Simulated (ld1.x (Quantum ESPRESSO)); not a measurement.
# sulfur (S): one change to a TM potential, before and after

S, norm-conserving Troullier–Martins (Kleinman–Bylander form), made with ld1.x (Quantum ESPRESSO) 7.5 (PBEsol, scalar-relativistic). Core [Ne], reference 3s2 3p3.75 (charge +0.25). Waves: 3s (bound): rc 1.05 bohr; 3p (bound): rc 1.35 bohr; 3d channel at 0.45 Ry: rc 1.40 bohr. Local part: all-electron potential smoothed inside 1.35 bohr (lloc = -1). Core correction: a·sin(br)/r model core inside 0.60 bohr.

All-electron outer shells of the reference configuration (PBEsol, scalar-relativistic, ld1.x):

```json
{"shell": "2p", "level (eV)": "-159.02", "outermost node (bohr)": "–", "outermost maximum (bohr)": "0.33"}
{"shell": "3s", "level (eV)": "-19.63", "outermost node (bohr)": "0.60", "outermost maximum (bohr)": "1.40"}
{"shell": "3p", "level (eV)": "-9.27", "outermost node (bohr)": "0.58", "outermost maximum (bohr)": "1.59"}
```

Change: local potential the d channel.

Cutoffs: the cutoffs (Ry, on a coarse ladder) from which the occupation-weighted sum of valence levels, in a spherical-Bessel basis at the reference potential, stays within 10 and 1 mRy of its value at 400 Ry; they do not see the model core or the augmentation charge, which bear on the density cutoff. Errors are all-electron minus pseudo energies relative to the spin-unpolarised reference configuration.

Task: Predict the effect on cutoff, ghosts and configuration errors.

Result: The potential gets neither clearly harder nor softer (80 Ry and 200 Ry → 70 Ry and 200 Ry); of the 7 tests that both files solve, the error grows in 4 and shrinks in 0 by more than 15 % and 0.3 meV (median size 3.0 → 4.0 meV); the range in which the s phases agree narrows (upper end 1.5 → -0.1); neither file shows a bound ghost.

```csv
quantity,base,changed
"cutoff, loose",80 Ry,70 Ry
"cutoff, tight",200 Ry,200 Ry
bound ghosts,none,none
"error for 3s2 3p4, meV [ΔE -2.03 eV]",+0.4,+0.4
"error for 3s2 3p3, meV [ΔE 9.70 eV]",+3.0,+4.0
"error for 3s2 3p2, meV [ΔE 31.95 eV]",+29,+40
"error for 3s2 3p1, meV [ΔE 65.95 eV]",+108,+153
"error for 3s2 3p0, meV [ΔE 112.70 eV]",+277,+422
"error for 3s1 3p5, meV [ΔE 8.25 eV]",-2.9,-2.5
"error for 3s2 3p4.3, meV [ΔE -3.73 eV]",+1.1,+1.3
s: phases at 1.54 bohr within 0.05 rad from the reference energy up to (Ry; the scan ends near 5),1.5,-0.1
p: phases at 1.54 bohr within 0.05 rad from the reference energy up to (Ry; the scan ends near 5),to the end of the scan,4.4
d: phases at 1.54 bohr within 0.05 rad from the reference energy up to (Ry; the scan ends near 5),to the end of the scan,to the end of the scan
```
